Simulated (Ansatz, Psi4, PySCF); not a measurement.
GeI₄, singlet, geometry from GFN2-xTB (core potentials on I). Base run: R2SCAN/def2-SVP (PySCF).

The PySCF input:
```python
from pyscf import gto, scf, dft

mol = gto.Mole()
mol.atom = '''
    I    -0.937377    2.256308   -0.767222
    Ge   -0.000000   -0.000000    0.000000
    I    -1.748439   -1.829210   -0.393937
    I     0.567732    0.115212    2.494522
    I     2.118083   -0.542311   -1.333362
'''
mol.basis = 'def2-svp'
mol.ecp = {'I': 'def2-svp'}
mol.charge = 0
mol.spin = 0
mol.verbose = 4
mol.build()

mf = dft.RKS(mol)
mf.xc = 'r2scan'
mf.kernel()
```

The same geometry, method and basis name were run in Ansatz (a quantum-chemistry and plane-wave program) and Psi4 and PySCF, at each program's defaults and at the settings that a row names. The base is PySCF at its defaults. Differences at the defaults can come from grids, fitting, cores and function types together. The rows with settings made alike still differ; the cause (another SCF solution, basis table, core potential or functional code) wasn't traced.

| code and settings | ΔE vs base (mEh) | basis functions | E (Eh) | SCF cycles |
|---|---|---|---|---|
| PySCF, defaults (exact integrals, its default grid, spherical functions) | 0.000 | 136 | -3268.17017 | 11 |
| Psi4, defaults (density fitting with its default set, its default grid, spherical functions) | 0.227 | 136 | -3268.16995 | 9 |
| Ansatz, defaults (factorised integrals, its default grid, spherical functions) | -0.064 | 136 | -3268.17024 | - |
| PySCF, density fitting with def2-universal-jkfit | -0.049 | 136 | -3268.17022 | 11 |
| PySCF, fine grid | -0.104 | 136 | -3268.17028 | 11 |
| Psi4, exact integrals, spherical functions, fine grid | 1.107 | 136 | -3268.16907 | 12 |
| Ansatz, high accuracy | -0.056 | 136 | -3268.17023 | - |
